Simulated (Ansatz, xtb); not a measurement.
**Relative energy of two isomers of GeH6NSi**

Structure I: `N[SiH2][GeH2]`, a doublet. Structure II: `[SiH3][NH][GeH2]`, a doublet. Both are isolated molecules in the gas phase, relaxed with PBE-D3(BJ)/def2-SVP; the shapes shown needn't be the lowest conformers.

I (Å):

```xyz
9

Ge   -0.0948    0.1065    1.8147
N    -0.9705    3.1915    0.8898
Si   -0.3087    1.7702    0.1165
H    -0.4686    3.5842    1.6907
H    -1.3247    3.9440    0.2924
H     1.0579    1.8850   -0.5292
H    -1.2823    1.3901   -0.9707
H     0.8185   -1.1028    1.4474
H    -1.4307   -0.4367    2.4064
```

II (Å):

| atom | x (Å) | y (Å) | z (Å) |
| --- | --- | --- | --- |
| Ge | -1.0668 | -0.2002 | 0.9975 |
| N | -0.0403 | 1.2372 | 0.3901 |
| Si | -0.3589 | 2.9483 | 0.6382 |
| H | -1.1441 | 3.0680 | 1.9129 |
| H | -1.1458 | 3.5944 | -0.4764 |
| H | 0.9442 | 3.6947 | 0.7588 |
| H | 0.5700 | 0.9998 | -0.4007 |
| H | -0.0785 | -1.4227 | 1.0243 |
| H | -1.4722 | 0.2031 | 2.4580 |

Energies in hartree; the thermal terms are from PBE-D3(BJ)/def2-SVP harmonic frequencies (ideal gas, rigid rotor, one conformer each, 298.15 K, 1 atm) and include the zero-point energy:

```
                               I            II
E, CCSD(T)/def2-SVP  −2422.377070  −2422.377097
    E, MP2/def2-SVP  −2422.325400  −2422.325821
  E, MP2/def2-TZVPP  −2422.858221  −2422.856171
  zero-point energy      0.055294      0.053282
       H(298 K) − E      0.062958      0.060483
       G(298 K) − E      0.024185      0.022246
```

**Question.** Correct the CCSD(T) difference for the basis set by the MP2 change, then work out ΔE, ΔE₀, ΔH and ΔG for I → II in kcal/mol (1 Eh = 627.51 kcal/mol) and the equilibrium ratio [II]/[I].

**Answer.** 1. Differences II − I: CCSD(T) −0.000027, MP2 in the small set −0.000421, MP2 in the large set +0.002050 Eh.
2. ΔE = −0.000027 + (+0.002050 − (−0.000421)) = +0.002444 Eh = +1.53 kcal/mol.
3. ΔE₀ = ΔE + ΔZPE = +0.002444 + (−0.002012) Eh = +0.27 kcal/mol.
4. ΔH = ΔE + (−0.002475) Eh = −0.02 kcal/mol.
5. ΔG = ΔE + (−0.001939) Eh = +0.32 kcal/mol, so ΔS = (ΔH − ΔG)/T = −4.7 J/(mol K).
6. kT = 0.9442 mEh, so K = [II]/[I] = exp(−ΔG/kT) = exp(−0.53) ≈ 0.59.

The two are too close for this level to say which is favoured. An error of 1 kcal/mol in ΔG would change K by a factor of 5.4. GFN2-xTB, HF/STO-3G, r2SCAN-D4/def2-SVP gave ΔE the other sign. Mirror images and further conformers aren't counted.

As drawn, II has 1 Ge–N, 1 Si–H in place of 1 Ge–Si, 1 N–H.

Other levels gave ΔE = −7.5 (GFN2-xTB); −3.4 (HF/STO-3G, GFN2-xTB geometries); −0.6 (r2SCAN-D4/def2-SVP, GFN2-xTB geometries); +1.8 (PBE-D3(BJ)/def2-SVP); +0.4 (HF/def2-SVP); −0.3 (MP2/def2-SVP); 0.0 (CCSD(T)/def2-SVP) kcal/mol. Open shells are spin-unrestricted. The correlated steps freeze 15 core orbitals; the filled d shell of Ge is correlated, in a basis made for valence electrons. Programs: Ansatz 0.2.0, xtb 6.7.1.
